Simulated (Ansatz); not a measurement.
Species: sum formula SiNH₃Cl₃ (charge +1, singlet). It need not be the lowest isomer of its formula. SMILES: Cl[Si](Cl)([NH3+])Cl
Geometry: optimised at B3LYP-D3(BJ)/def2-TZVP (Ansatz, a quantum-chemistry and plane-wave program).

Parts of the frozen-core correlation energy in cc-pwCVTZ (Ansatz, hartree). Frozen orbitals: 21; correlated occupied orbitals by spin: 16 and 16; virtual: 284 and 284. No spin-orbit coupling. Non-relativistic.

```json
[
 {"term": "reference (HF)", "value": "-1723.68605"},
 {"term": "MP2 opposite-spin", "value": "(withheld)"},
 {"term": "MP2 same-spin", "value": "(withheld)"},
 {"term": "CCSD correlation", "value": "(withheld)"},
 {"term": "(T)", "value": "-0.04173"},
 {"term": "T1 diagnostic", "value": "0.009"},
 {"term": "largest doubles amplitude", "value": "0.023"}
]
```

### Question
Complete the blanks.

### Answer

- MP2 opposite-spin, value: -0.67988
- MP2 same-spin, value: -0.22574
- CCSD correlation, value: -0.95944
